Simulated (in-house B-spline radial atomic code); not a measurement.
Cr⁵⁺: [Ar] 3d1

Level of theory: non-relativistic AM05, spin-polarised, spherical fractional occupations, point nucleus; calculated with a radial B-spline atomic code at the basis-set limit.

Z_r = [3n² - l(l+1)]/(2<r>); Z_e = n√(-2ε); the last column is Slater's effective charge. Values are occupation-weighted means over spin.

| shell | electrons | ε (eV) | <r> (bohr) | Z_r | Z_e | Slater |
| --- | --- | --- | --- | --- | --- | --- |
| 1s | 2 | -5907.3 | 0.06429 | 23.33 | 20.84 | 23.70 |
| 2s | 2 | -745.34 | 0.2964 | 20.24 | 14.80 | 19.85 |
| 2p | 6 | -647.08 | 0.2612 | 19.14 | 13.79 | 19.85 |
| 3s | 2 | -152.98 | 0.8687 | 15.54 | 10.06 | 12.75 |
| 3p | 6 | -124.75 | 0.8968 | 13.94 | 9.08 | 12.75 |
| 3d | 1 | -80.092 | 0.9461 | 11.10 | 7.28 | 6.00 |

The least bound orbital is 3d up at -80.09 eV, and it is also the most diffuse (<r> = 0.9461 bohr).

The density falls to 0.001 bohr⁻³ at 2.344 bohr; Σ<r²> = 9.1393 bohr² gives, by the non-relativistic formula and without the paramagnetism of open shells, a Langevin diamagnetic susceptibility of -7.238×10⁻⁶ cm³/mol.
